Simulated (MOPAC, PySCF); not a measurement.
H₃InO₂S, SMILES `[OH][In]([OH])[SH]`, neutral singlet in the gas phase. 

Cartesian coordinates (Å):
SMILES: [SH][In]([OH])[OH]
```xyz
7

O     -0.0615     1.9602    -0.0388
In    -0.2743     0.0043    -0.0756
O     -2.0918    -0.5629    -0.5663
S      1.4548    -1.5481     0.4141
H      0.8199     2.2601     0.1972
H     -2.2155    -1.5153    -0.5882
H      2.3685    -0.5983     0.6575
```
Charge 0, spin multiplicity 1.

All levels are single points at this geometry (CAM-B3LYP-D3(BJ)/def2-TZVP); Pople sets use spherical d functions. Orbital energies aren't observables, and empty levels follow the basis.

```tsv
level	HOMO (eV)	LUMO (eV)	gap (eV)	dipole (D)	vertical IE, Delta-SCF (eV)
CAM-B3LYP-D3(BJ)/def2-TZVP in PySCF	-9.22	-0.90	8.31	2.55	10.16
TPSSh-D3(BJ)/def2-TZVP in PySCF	-7.17	-2.18	4.98	2.29	9.78
B3LYP/LANL2DZ in PySCF	-7.78	-2.08	5.70	2.99	–
PBE/6-31G* (LANL2DZ on In) in PySCF	-6.43	-2.31	4.11	2.08	–
HF/6-31G* (LANL2DZ on In) in PySCF	-10.89	1.78	12.67	2.82	9.39
PM6 in MOPAC	-10.15	-1.48	8.67	3.58	–
```
